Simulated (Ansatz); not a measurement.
Isolated molecules relaxed with PBE0-D4/def2-TZVP in Ansatz; ΔE leaves out vibrations. CCSD(T)/CBS adds triple-zeta CCSD(T) − MP2 to the extrapolated MP2 energy (def2 sets, frozen cores). DFT in def2-TZVPP. For Ge outer-core shells are correlated without core-valence functions, which leaves a few kJ/mol of doubt a bond. Scalar relativity is left out up to krypton. Each species was taken in one conformer, which may not be the lowest.

Reaction (isomerisation): `[OH][GeH]([SH])[CH2]F` → `C[O][GeH]([F])[SH]`

CCSD(T)/CBS gives -95.0 kJ/mol.

Another level gave -89.9 kJ/mol. Which?
A. PBE0-D4/def2-TZVPP
B. HF/def2-TZVPP
C. ωB97M-V/def2-TZVPP
D. SCS-MP2/def2-TZVPP

A. PBE0-D4 -89.9, HF/def2-TZVPP -107.7, SCS-MP2/def2-TZVPP -101.1, ωB97M-V -94.5 kJ/mol.

Largest T1 diagnostic among the species: 0.012.

In def2-TZVPP, CCSD(T) changes the Hartree–Fock value by +11.8 kJ/mol (the triples alone add +0.4 kJ/mol) and MP2 by +8.5 kJ/mol.
